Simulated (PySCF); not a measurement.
## Ionisation energy of Ni(2+) by level of theory

Ni(2+) [Ar] 3d8 (3F) → Ni(3+) [Ar] 3d7 (4F), as a difference of total energies. Calculation: PySCF 2.14, in ANO-RCC-VTZP; the spin-free X2C one-electron Hamiltonian (Gaussian nucleus). Correlated levels: valence and next inner shell: [Ne] frozen. The calculations carry no spin-orbit coupling.

| method | ionisation energy (eV) | plus first-order spin-orbit estimate | error of that sum (eV) |
| --- | --- | --- | --- |
| UHF | 32.612 | 32.599 | -2.588 |
| MP2 (valence and next inner shell) | 35.387 | 35.374 | +0.187 |
| SCS-MP2 (valence and next inner shell) | 35.148 | 35.135 | -0.052 |
| CCSD (valence and next inner shell) | 34.755 | 34.742 | -0.445 |
| CCSD(T) (valence and next inner shell) | 34.849 | 34.836 | -0.351 |

Reference: 35.187 ± 0.019 eV (measured; NIST Atomic Spectra Database, ionization energies).

A first-order spin-orbit estimate (lowest level to lowest level, LS coupling) adds -0.013 eV.

Errors of the correlated levels include the incompleteness of this basis and the frozen core.
